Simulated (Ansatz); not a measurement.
Diatomic CuCl, closed-shell singlet (the spin of the measured ground state). No spin–orbit coupling. Cu is treated without relativity.

D_e counts from the fitted minimum to each atom's lowest state at the same level, without counterpoise. The singlet is restricted.

Correlated levels freeze the inner cores; with def2 sets outer-core shells near the valence are correlated too. CBS(a, b) extrapolates the correlation energy as X⁻³ and adds the Hartree–Fock energy of set b.

The values were computed with Ansatz (Gaussian orbitals). Values without a source in brackets are computed.

| level | bond energy D_e (eV) |
|---|---|
| B97M-V/def2-TZVPP | 3.763 |
| B3LYP/def2-TZVPP | 3.471 |
| PBE0/def2-TZVPP | 3.639 |
| BHLYP/def2-TZVPP | (withheld) |
| CAM-B3LYP/def2-TZVPP | 3.578 |
| wB97M-V/def2-TZVPP | 3.855 |
| CCSD(T)/def2-TZVPP | 3.607 |
| CCSD(T)/def2-QZVPP | 3.780 |
| CCSD(T)/CBS(def2-TZVPP, def2-QZVPP) | 3.879 |

What belongs in the gaps?


- BHLYP/def2-TZVPP, bond energy D_e (eV): 3.387

Ansatz is a program for electronic structure.
